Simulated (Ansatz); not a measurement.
CF4, charge +1, doublet, geometry from GFN2-xTB (a state made from the parent by changing its charge; the spin is typed, not shown lowest); PBE/pcseg-1 in Ansatz (a quantum-chemistry and plane-wave program).

Ansatz was given this input:
Ansatz 0.2 input:
```yaml
crystal:
  periodic: [false, false, false]
  atoms:
    - {symbol: F, position_ang: [0.01244044, -1.03918526, -0.82138004]}
    - {symbol: C, position_ang: [-0.00000000, 0.00000000, 0.00000000]}
    - {symbol: F, position_ang: [-0.17290567, 1.13627641, -0.65856320]}
    - {symbol: F, position_ang: [-1.00801634, -0.07122209, 0.85647908]}
    - {symbol: F, position_ang: [1.16848156, -0.02586906, 0.62346417]}
basis:
  gaussian:
    orbitals: pcseg-1.json
    final_grid: {core_spheres: 4, valence_spheres: 8, degree: 17}
hamiltonian:
  xc: pbe
total_charge: 1
magnetization: {spin_polarized: true, initial_magnetization: 1}
```
The basis file holds pcseg-1 in the JSON format of the Basis Set Exchange.

Task: What does Ansatz print? Leave out banner, timings and long lists.

Result: 
```
Functional definition: PBE
734 factors; their error is unknown
mean field evaluation 1: about -11871.5222 eV, gradient 4.2e1 eV
mean field evaluation 2: about -11852.4128 eV, gradient 8.8e1 eV
mean field evaluation 4: about -11873.4884 eV, gradient 2.8e1 eV
mean field evaluation 8: about -11875.6854 eV, gradient 1.5e1 eV
mean field evaluation 16: about -11876.7900 eV, gradient 6.4e-2 eV
mean field evaluation 32: about -11871.5222 eV, gradient 4.2e1 eV
mean field evaluation 64: about -11876.6294 eV, gradient 1.2e-5 eV
mean field evaluation 96: about -11876.6176 eV, gradient 2.0e0 eV
mean field evaluation 128: about -11876.6819 eV, gradient 3.3e0 eV
mean field -11876.73416685 eV, -436.4619302923 hartree, gradient 3.7e-6 eV, S^2 0.751310; 12 other end points of the search recorded, 0 dependent functions left out
reference -11876.73418012 eV, -436.4619307797 hartree; 21, 20 occupied and 49, 50 virtual orbitals, 734 factors
Total energy: -11876.73418012 eV, -436.4619307797 hartree
```
